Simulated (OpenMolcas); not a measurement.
Pt4+: moving or changing the point charges

Pt4+ among 8 point charges of -1 e arranged as a cube (Oh), 1.95 Å from the ion.
```
   1.1258    1.1258    1.1258  -1.00
   1.1258    1.1258   -1.1258  -1.00
   1.1258   -1.1258    1.1258  -1.00
   1.1258   -1.1258   -1.1258  -1.00
  -1.1258    1.1258    1.1258  -1.00
  -1.1258    1.1258   -1.1258  -1.00
  -1.1258   -1.1258    1.1258  -1.00
  -1.1258   -1.1258   -1.1258  -1.00
```

```yaml
Program: OpenMolcas
Method: CASSCF
Basis: ANO-RCC-VDZP [7s6p4d2f]
Scalar_Hamiltonian: DKH2, point nucleus
Active_space: 6 electrons in 5 orbitals (5d)
State_averaging: 2S+1 = 5 even, 5 roots; 2S+1 = 3 even, 45 roots; 2S+1 = 1 even, 50 roots
Spin-orbit_coupling: RASSI with atomic mean-field integrals over the reference wave functions
```

Runs around this geometry, states (labels of O, the rotations of Oh). Energies in cm-1 above the lowest state or level, χT in cm3 K/mol.

```csv
R (Å),q (e),Ground state,First state of that spin,First gap with spin-orbit (degeneracies),χT at 300 K,First state of another spin
1.95,-0.65,5E,5T2 3260,"166.6 (1, 3)",4.832,3T1 18051
1.83,-1,5E,5T2 6800,"194.4 (1, 2)",3.891,3T1 15559
1.95,-1,5E,5T2 5072,"208.4 (1, 2)",4.388,3T1 16870
2.11,-1,5E,5T2 3505,"179.2 (1, 3)",4.781,3T1 17934
```

Taking the first state of the same spin as R^-n, n = -ln(3505 / 6800) / ln(2.11 / 1.83) = 4.7 between the shortest and longest distance.

Scaling the charges by -0.65 / -1 = 0.65 scales the first state of the same spin by 3260 / 5072 = 0.64; with fixed orbitals a first-order splitting would follow the charge.

An orbital doublet at a regular site is open to a Jahn-Teller distortion, which this geometry leaves out. Without dynamic correlation the repulsion within the d shell is too large (B by tens of per cent), so at a given field states of lower spin stand too high. Point charges give a weaker field than real ligands, and real ions of this kind are as a rule low spin; the high spin found here belongs to the model. Spin-orbit coupling mixes the spin-free states strongly: the lowest level takes only 59 % from its leading state, 5E (figures for R = 1.95, q = -0.65; the like holds for R = 1.83, q = -1, R = 1.95, q = -1, R = 2.11, q = -1). The ground term spreads over less than 5000 cm-1, several times less than with real ligands, so orbital moments are less quenched and χT lies further from the spin-only value than at real sites (holds for R = 1.95, q = -0.65; R = 2.11, q = -1). This is an electrostatic model: the charges have no orbitals. No measured value stands beside these numbers.
